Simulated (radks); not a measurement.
The numbers below are computed, except where a source is named.
Problem. Species: Ag4+. Configuration: [Kr] 4d7. Code: a radial shooting solver on a logarithmic mesh with Libxc functionals. Model: scalar-relativistic Kohn-Sham, PBE, spin-unpolarised, spherical densities, point nucleus. Some entries of the table are withheld. Estimate them.

| orbital | occ. | eigenvalue (hartree) | <r^2> (bohr^2) | r(max) (bohr) |
|---|---|---|---|---|
| 1s | 2 | -933.0147 | 0.001308 | 0.02016 |
| 2s | 2 | -139.2087 | 0.02146 | 0.1140 |
| 2p | 6 | (1) | 0.01691 | 0.09114 |
| 3s | 2 | -27.25981 | (2) | 0.3326 |
| 3p | 6 | -22.62117 | 0.1568 | 0.3258 |
| 3d | 10 | -15.31024 | 0.1423 | 0.2738 |
| 4s | 2 | -5.55820 | (3) | 0.8193 |
| 4p | 6 | (4) | 1.087 | 0.8704 |
| 4d | 7 | -2.20153 | 1.682 | 0.9960 |

Solution. 
(1) 2p eigenvalue (hartree): -125.0848
(2) 3s <r^2> (bohr^2): 0.1553
(3) 4s <r^2> (bohr^2): 0.9167
(4) 4p eigenvalue (hartree): -4.19194
